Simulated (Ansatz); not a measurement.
Potential energy surface of CH₃ (cation, charge +1), singlet: umbrella (inversion) coordinate, bond length relaxed. Scanned: angle between the C-H bonds and the threefold axis (90 = planar). Other coordinates (C-H bond length) were minimised at B3LYP/def2-TZVP.

- RKS-PBE/def2-SVP = restricted PBE/def2-SVP (Ansatz, a first-principles code)
- RKS-PBE0/def2-SVP = restricted PBE0/def2-SVP (Ansatz)
- FCI/def2-SVP = full CI/def2-SVP, frozen core (Ansatz)

Energies relative to the lowest point of each profile, in kJ/mol; the last columns give the error against full CI:

```
a / °   RKS-PBE/def2-SVP  RKS-PBE0/def2-SVP  FCI/def2-SVP  RKS-PBE/def2-SVP − FCI/def2-SVP  RKS-PBE0/def2-SVP − FCI/def2-SVP
------  ----------------  -----------------  ------------  -------------------------------  --------------------------------
90                   0.0                0.0           0.0                              0.0                               0.0
93.46                3.6                3.7           3.8                             -0.2                              -0.1
95.39                8.6                8.9           9.2                             -0.5                              -0.2
98.55               21.7               22.5          23.1                             -1.3                              -0.6
101.70              40.7               42.2          43.2                             -2.5                              -1.1
105.31              69.8               72.3          74.1                             -4.2                              -1.7
108.68             104.1              107.8         110.3                             -6.2                              -2.5
111.14             133.5              138.3         141.4                             -7.8                              -3.1
113.92             171.3              177.5         181.2                             -9.9                              -3.7
117.27             223.3              231.4         235.9                            -12.6                              -4.5
120.74             284.8              295.3         300.4                            -15.6                              -5.2
122.59             321.0              332.8         338.2                            -17.2                              -5.4
126.59             407.5              422.6         428.1                            -20.7                              -5.6
129.54             479.0              496.9         501.9                            -22.9                              -5.0
132                544.2              564.6         568.4                            -24.2                              -3.9
```

RKS-PBE/def2-SVP is furthest from FCI/def2-SVP at 132 (-24.2 kJ/mol, below); its mean absolute error over the points is 9.7 kJ/mol.

RKS-PBE0/def2-SVP is furthest from FCI/def2-SVP at 126.59 (-5.6 kJ/mol, below); its mean absolute error over the points is 2.8 kJ/mol.
